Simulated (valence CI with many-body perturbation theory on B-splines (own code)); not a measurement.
**Ir46+: calculated level list**

Computed by relativistic CI+MBPT: three valence electrons over a frozen Dirac-Fock core [Ar] 3d10, radial functions for each j: 11 s, 11 p, 10 d, 8 f, 5 g, 2 h, with the one-electron correlation potential Σ1 (screened to all orders), the two-electron term Σ2, the three-electron term Σ3, Breit, model QED; selected single and double excitations, second order for the rest, scaled by the run's own slope (own B-spline code, finite nucleus).

No measured spectrum was set against this ion. As an estimate, large intervals hold to a few tenths of a per cent, small ones and those within an open d or f shell to about a per cent.

Levels 136 to 180 of 181, with energies above the lowest level, (4s^2 4p1/2) J=1/2. "Leading %" is the weight of the configuration and term that name the level; weights of strongly mixed levels are sums over their largest components and can fall short. In the jj column 3d3/2^4 stands for four electrons in 3d with j = 3/2. Lifetimes count E1, E2, E3, M1 and M2 decay at the calculated energies, and are blank where another channel may lead or the interval is too uncertain; long ones can be off by a factor of two.

| No. | Configuration | Term | J | E (Ry) | Leading % | Leading jj | Lifetime | g |
| --- | --- | --- | --- | --- | --- | --- | --- | --- |
| 136 | 4p²4f | ²P° | 1/2 | 61.204 | 57 | 4p1/2 4p3/2 4f5/2 (95 %) | 1.20 ps | 0.406 |
| 137 | 4p²4f | ²F° | 7/2 | 61.300 | 24 | 4p1/2 4p3/2 4f5/2 (34 %) | 853 fs | 1.194 |
| 138 | 4p²4f | ²P° | 3/2 | 61.386 | 29 | 4p1/2 4d5/2^2 (45 %) | 1.39 ps | 1.314 |
| 139 | 4p²4f | ²D° | 5/2 | 61.464 | 23 | 4p1/2 4p3/2 4f7/2 (47 %) | 1.39 ps | 1.118 |
| 140 | 4p²4f | ²G° | 9/2 | 62.256 | 28 | 4p1/2 4d5/2^2 (41 %) | 1.13 ps | 1.042 |
| 141 | 4p²4f | ²F° | 5/2 | 62.257 | 27 | 4p1/2 4p3/2 4f7/2 (48 %) | 1.21 ps | 0.970 |
| 142 | 4p²4f | ²P° | 3/2 | 62.336 | 21 | 4p1/2 4p3/2 4f7/2 (48 %) | 1.11 ps | 1.112 |
| 143 | 4p4d² | ²F° | 7/2 | 62.516 | 19 | 4p1/2 4d5/2^2 (35 %) | 758 fs | 1.095 |
| 144 | 4p4d² | ²P° | 1/2 | 62.557 | 72 | 4p1/2 4d5/2^2 (94 %) | 1.33 ps | 0.661 |
| 145 | 4s4d4f | ⁴H° | 7/2 | 64.201 | 86 | 4s 4d3/2 4f5/2 (98 %) | 925 fs | 0.698 |
| 146 | 4s4d4f | ⁴H° | 9/2 | 64.528 | 61 | 4s 4d3/2 4f5/2 (84 %) | 853 fs | 0.989 |
| 147 | 4s4d4f | ⁴F° | 3/2 | 64.580 | 70 | 4s 4d3/2 4f5/2 (92 %) | 671 fs | 0.547 |
| 148 | 4s4d4f | ⁴F° | 5/2 | 64.610 | 44 | 4s 4d3/2 4f5/2 (86 %) | 676 fs | 1.015 |
| 149 | 4s4d4f | ²G° | 7/2 | 64.915 | 31 | 4s 4d3/2 4f5/2 (65 %) | 662 fs | 0.991 |
| 150 | 4s4d4f | ⁴F° | 7/2 | 65.060 | 39 | 4s 4d3/2 4f7/2 (90 %) | 771 fs | 1.075 |
| 151 | 4s4d4f | ⁴F° | 9/2 | 65.108 | 30 | 4s 4d3/2 4f7/2 (88 %) | 787 fs | 1.159 |
| 152 | 4s4d4f | ⁴G° | 5/2 | 65.233 | 70 | 4s 4d3/2 4f5/2 (92 %) | 551 fs | 0.704 |
| 153 | 4s4d4f | ⁴H° | 11/2 | 65.307 | 76 | 4s 4d3/2 4f7/2 (76 %) | 1.01 ps | 1.136 |
| 154 | 4s4d4f | ⁴F° | 5/2 | 65.399 | 26 | 4s 4d3/2 4f7/2 (84 %) | 723 fs | 1.203 |
| 155 | 4s4d4f | ⁴D° | 3/2 | 65.479 | 26 | 4s 4d3/2 4f5/2 (82 %) | 652 fs | 1.251 |
| 156 | 4s4d4f | ⁴D° | 7/2 | 65.563 | 26 | 4s 4d3/2 4f7/2 (72 %) | 647 fs | 1.155 |
| 157 | 4s4d4f | ²H° | 9/2 | 65.613 | 54 | 4s 4d3/2 4f7/2 (72 %) | 906 fs | 1.000 |
| 158 | 4s4d4f | ⁴D° | 1/2 | 65.687 | 62 | 4s 4d3/2 4f5/2 (85 %) | 590 fs | 0.428 |
| 159 | 4s4d4f | ⁴P° | 5/2 | 65.791 | 35 | 4s 4d3/2 4f7/2 (83 %) | 635 fs | 1.236 |
| 160 | 4s4d4f | ²D° | 3/2 | 65.921 | 35 | 4s 4d3/2 4f7/2 (79 %) | 629 fs | 1.083 |
| 161 | 4s4d4f | ⁴G° | 9/2 | 66.421 | 36 | 4s 4d5/2 4f5/2 (76 %) | 1.40 ps | 1.103 |
| 162 | 4s4d4f | ⁴H° | 13/2 | 66.557 | 100 | 4s 4d5/2 4f7/2 (100 %) | 2.70 ps | 1.226 |
| 163 | 4p4d² | ²D° | 3/2 | 66.572 | 30 | 4p3/2 4d3/2^2 (90 %) | 356 fs | 0.873 |
| 164 | 4s4d4f | ⁴G° | 7/2 | 66.598 | 32 | 4s 4d5/2 4f5/2 (83 %) | 1.14 ps | 1.148 |
| 165 | 4s4d4f | ⁴D° | 5/2 | 66.654 | 32 | 4s 4d5/2 4f5/2 (74 %) | 1.05 ps | 1.137 |
| 166 | 4s4d4f | ⁴G° | 11/2 | 66.713 | 47 | 4s 4d5/2 4f5/2 (52 %) | 1.59 ps | 1.195 |
| 167 | 4s4d4f | ²G° | 7/2 | 66.816 | 35 | 4s 4d5/2 4f5/2 (56 %) | 1.01 ps | 1.018 |
| 168 | 4s4d4f | ⁴F° | 9/2 | 66.833 | 58 | 4s 4d5/2 4f7/2 (91 %) | 1.50 ps | 1.240 |
| 169 | 4p4d² | ⁴D° | 1/2 | 66.905 | 69 | 4p3/2 4d3/2^2 (89 %) | 346 fs | 0.231 |
| 170 | 4s4d4f | ⁴D° | 3/2 | 66.964 | 43 | 4s 4d5/2 4f5/2 (81 %) | 928 fs | 1.120 |
| 171 | 4s4d4f | ²F° | 5/2 | 67.020 | 35 | 4s 4d5/2 4f5/2 (50 %) | 797 fs | 0.998 |
| 172 | 4s4d4f | ⁴P° | 1/2 | 67.080 | 82 | 4s 4d5/2 4f5/2 (93 %) | 1.16 ps | 2.248 |
| 173 | 4s4d4f | ²H° | 11/2 | 67.107 | 64 | 4s 4d5/2 4f7/2 (78 %) | 2.25 ps | 1.123 |
| 174 | 4s4d4f | ²F° | 7/2 | 67.126 | 50 | 4s 4d5/2 4f7/2 (68 %) | 1.41 ps | 1.124 |
| 175 | 4p4d² | ⁴F° | 5/2 | 67.158 | 23 | 4p3/2 4d3/2^2 (44 %) | 442 fs | 1.092 |
| 176 | 4s4d4f | ²D° | 3/2 | 67.174 | 38 | 4s 4d5/2 4f5/2 (68 %) | 1.28 ps | 1.139 |
| 177 | 4s4d4f | ²D° | 5/2 | 67.480 | 37 | 4s 4d5/2 4f7/2 (73 %) | 1.27 ps | 1.295 |
| 178 | 4s4d4f | ²P° | 1/2 | 67.504 | 69 | 4s 4d5/2 4f5/2 (70 %) | 1.26 ps | 0.591 |
| 179 | 4p4d² | ⁴F° | 7/2 | 67.540 | 24 | 4p3/2 4d3/2^2 (44 %) | 395 fs | 1.119 |
| 180 | 4s4d4f | ²G° | 9/2 | 67.545 | 40 | 4s 4d5/2 4f5/2 (44 %) | 998 fs | 1.077 |
